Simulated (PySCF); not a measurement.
An unknown gives this computed stick spectrum. Method used: TDDFT PBE0/def2-SVPD, vertical, gas phase, core orbitals frozen in the response (PySCF). Geometries: GFN2-xTB, one conformer each.

```tsv
state	ν̃ (cm⁻¹)	f	main configurations (H = HOMO, L = LUMO)
S1	28930	0.0002	H→L (98%)
S2	46360	0.252	H-1→L (96%)
S3	54320	0.0000	H-2→L (84%)
S4	56420	0.0000	H-3→L (90%)
S5	58360	0.0001	H→L+1 (90%)
S6	63720	0.023	H→L+2 (92%)
```

Triplets computed (Tamm–Dancoff): 3.05, 3.37 eV.

Question: Which candidate is it?
A. `C/C=C(\F)C(=O)F`
B. `C=CC(=O)C(F)F`
C. `FC(F)(CC)F`

Answer: B. Its S1, at 3.59 eV, is the lowest among the candidates; the nearest of the others has S1 at 5.30 eV. S1 is HOMO→LUMO (98%). Löwdin shares by element: HOMO oxygen 55%, carbon 31% or more; LUMO carbon 63% or more, oxygen 23%. At the same level the other candidates give, for their lowest levels:
- `CCC(F)(F)F`: 9.80 eV (f 0.005); 9.82 eV (f 0.001); 10.47 eV (f 0.004); 10.68 eV (f 0.073); 10.74 eV (f 0.084); T1 9.52 eV; HOMO -10.41, LUMO 0.64 eV
- `C/C=C(\F)C(=O)F`: 5.30 eV (f 0.000); 5.84 eV (f 0.436); 7.37 eV (f 0.004); 7.48 eV (f 0.001); 7.88 eV (f 0.000); T1 3.51 eV; HOMO -8.36, LUMO -2.14 eV

Shape of the structure used: `[CH2:1]=[CH:2][C:3](=[O:4])[CH:5]([F:6])[F:7]`: C1–C2–C3–O4 -1°, C2–C3–C5–F6 60°.
